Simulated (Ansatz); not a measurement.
`ClC1C[SiH2]1` and `[SnH3][CH]1C[SiH2]1` differ in one atom or group.

Ansatz, PBE0-D4/def2-TZVP geometries, multiplicity 1. 

Elements past krypton have def2 core potentials.

| property | `ClC1C[SiH2]1` |
| --- | --- |
| HOMO energy (PBE/def2-TZVPP) / eV | -5.85 |
| size of the dipole moment (PBE/def2-TZVPP) / D | 1.83 |
| HOMO energy (PBE0/def2-TZVPP) / eV | -7.00 |
| HOMO–LUMO gap (ωB97M-V/def2-TZVPP) / eV | 10.63 |
| HOMO–LUMO gap (PBE/def2-TZVPP) / eV | 4.75 |
| LUMO energy (PBE0/def2-TZVPP) / eV | -0.24 |

Problem. Give the same properties after the change, and the shifts. (An estimate is asked.)

Solution. The calculation gave: 
```json
{"property": "HOMO energy (PBE/def2-TZVPP) / eV", "`[SnH3][CH]1C[SiH2]1`": "-5.82", "shift": "0.03"}
{"property": "size of the dipole moment (PBE/def2-TZVPP) / D", "`[SnH3][CH]1C[SiH2]1`": "0.78", "shift": "-1.05"}
{"property": "HOMO energy (PBE0/def2-TZVPP) / eV", "`[SnH3][CH]1C[SiH2]1`": "-6.86", "shift": "0.14"}
{"property": "HOMO–LUMO gap (ωB97M-V/def2-TZVPP) / eV", "`[SnH3][CH]1C[SiH2]1`": "10.39", "shift": "-0.24"}
{"property": "HOMO–LUMO gap (PBE/def2-TZVPP) / eV", "`[SnH3][CH]1C[SiH2]1`": "4.95", "shift": "0.20"}
{"property": "LUMO energy (PBE0/def2-TZVPP) / eV", "`[SnH3][CH]1C[SiH2]1`": "-0.08", "shift": "0.16"}
```

Dipoles are sizes alone; their direction can turn.
